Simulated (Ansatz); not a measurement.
Consider the ligand exchange at the In–C bond: `[CH3][In]([CH3])[NH2]` + HCl → `[CH3][In]([NH2])[Cl]` + CH₄.

Gas-phase electronic energies from Ansatz, PBE0-D4/def2-TZVP geometries. CCSD(T)/CBS adds triple-zeta CCSD(T) − MP2 to the extrapolated MP2 energy (def2 sets, frozen cores). This one scheme is used for every species. Functionals use def2-TZVPP. B3LYP here is the variant with VWN-RPA as its local correlation; programs differ in this. HSE06 is defined as in plane-wave codes. def2 core potentials past Kr. For In outer-core shells are correlated without core-valence functions, which leaves a few kJ/mol of doubt a bond. One conformer a species, not always the lowest.

```csv
level,ΔE (kJ/mol),difference from CCSD(T)/CBS
r2SCAN-D4,-164.8,-8.4
PBE0-D4,-159.5,-3.1
B3LYP-D4,-162.6,-6.2
r2SCAN0-D4,-165.8,-9.4
HSE06-D4,-159.8,-3.4
BHLYP-D4,-170.0,-13.6
PBE0,-160.1,-3.7
r2SCANh,-165.5,-9.1
CAM-B3LYP,-161.5,-5.1
LC-ωPBE,-157.0,-0.6
HF/def2-SVP,-188.2,-31.8
HF/def2-TZVPP,-183.0,-26.6
SCS-MP2/def2-TZVPP,-156.2,0.2
CCSD(T)/def2-TZVPP,-151.7,4.7
SCS-MP2/def2-QZVPP,-158.7,-2.3
MP2/CBS(def2),-158.2,-1.8
CCSD(T)/CBS,-156.4,0
```

Largest T1 diagnostic among the species: 0.013.

At CCSD(T), def2-SVP lies −6.7 kJ/mol from the extrapolated value and def2-TZVPP +4.7 kJ/mol. In def2-TZVPP, CCSD(T) changes the Hartree–Fock value by +31.2 kJ/mol (the triples alone add +2.0 kJ/mol) and MP2 by +29.4 kJ/mol.
